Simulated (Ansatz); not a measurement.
The cluster Cd₃Te₃. The state is a singlet with charge 0. Geometry PBE-D4/def2-SVP; atoms count from 1.

```xyz
6

Cd   -0.113   -1.871   -0.316
Cd    0.852    0.705    1.128
Cd    0.999    1.875   -1.721
Te    2.208   -1.688    1.035
Te   -1.872    1.206    1.128
Te   -2.074   -0.227   -1.254
```

In the def2 sets Cd, Te take a core potential; there is no spin–orbit coupling. The structure comes from a short search, and lower isomers may exist.

Question: Estimate the Mulliken populations from the PBE0/def2-TZVP orbitals of Ansatz.

Answer: 
| atom | charge (e) | d electrons |
| --- | --- | --- |
| Cd1 | 0.46 | 9.99 |
| Cd2 | 0.43 | 10.00 |
| Cd3 | 0.10 | 10.00 |
| Te4 | -0.46 | – |
| Te5 | -0.26 | – |
| Te6 | -0.27 | – |
Mulliken values depend strongly on the basis.

Question: And the Mayer bond orders between heavy atoms (over 0.3)?

Answer: Cd1–Te4 1.00 (2.69 Å); Cd1–Te6 0.85 (2.73 Å); Cd2–Cd3 0.38 (3.08 Å); Cd2–Te4 0.84 (2.75 Å); Cd2–Te5 0.78 (2.77 Å); Te5–Te6 1.10 (2.79 Å).
